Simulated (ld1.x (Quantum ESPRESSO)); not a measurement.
# Which change was made? (Hf, TM)

| Property | Result |
| --- | --- |
| Element | Hf |
| Generator | ld1.x (Quantum ESPRESSO) 7.5 |
| Type | norm-conserving Troullier–Martins (Kleinman–Bylander form) |
| Functional | LDA (PZ) |
| Relativity | scalar-relativistic |
| Frozen core | [Xe] 4f14 |
| Valence charge | 4 |
| Reference configuration | 5d2 6s1.5 6p0.5 |
| Partial waves | 6s (bound): rc 2.75 bohr; 6p (bound): rc 3.40 bohr; 5d (bound): rc 3.05 bohr |
| Local potential | the d channel |
| Core correction | a·sin(br)/r model core, default radius (core density twice the valence density) |

Cutoffs, loose and tight: the cutoffs (Ry, on a coarse ladder) from which the occupation-weighted sum of valence levels, in a spherical-Bessel basis at the reference potential, stays within 10 and 1 mRy of its value at 400 Ry. They do not see the model core or the augmentation charge, which bear on the density cutoff. Test errors are all-electron minus pseudo excitation energies from the reference, over the configurations 5d2 6s2 6p0; 5d2 6s1 6p0; 5d2 6s0 6p0; 5d2 6s1 6p1; 5d3 6s1 6p0; 5d1 6s2 6p1; 5d2 6s0 6p2 (two spin-polarised tests are not counted in the largest error); variants that change the core or the reference have their own tests. The largest error is taken over the tests solved by every variant that gives reliable tests at all, those not shown here included: 5d1 6s2 6p1; 5d2 6s0 6p0; 5d2 6s0 6p2; 5d2 6s1 6p0; 5d2 6s1 6p1; 5d2 6s2 6p0; 5d3 6s1 6p0.

The base gives: outcome: generated; cutoff, loose: 18 Ry; cutoff, tight: 21 Ry; bound ghosts: s; largest test error (meV): -35.

Q: After one change the result is: outcome: generated; cutoff, loose: 18 Ry; cutoff, tight: 21 Ry; bound ghosts: s; largest test error (meV): -24. Which change was it?
A. reference 5d2 6s1 6p1
B. reference 5d2 6s1.75 6p0.25
C. core [Kr] 4d10, valence charge 26; reference 4f13 5s2 5p6 5d3 6s2 6p0; waves now 5s (bound): rc 1.70 bohr; 5p (bound): rc 2.25 bohr; 4f (bound): rc 1.05 bohr; 5d (bound): rc 1.70 bohr; core correction Bessel-smoothed model core, default radius (core density twice the valence density)

A: A. The others give: core [Kr] 4d10, valence charge 26; reference 4f13 5s2 5p6 5d3 6s2 6p0; waves now 5s (bound): rc 1.70 bohr; 5p (bound): rc 2.25 bohr; 4f (bound): rc 1.05 bohr; 5d (bound): rc 1.70 bohr; core correction Bessel-smoothed model core, default radius (core density twice the valence density) → outcome: failed: run_pseudo: Errors in PS-KS equation | reference 5d2 6s1.75 6p0.25 → outcome: generated; cutoff, loose: 18 Ry; cutoff, tight: 21 Ry; bound ghosts: s; largest test error (meV): -218.
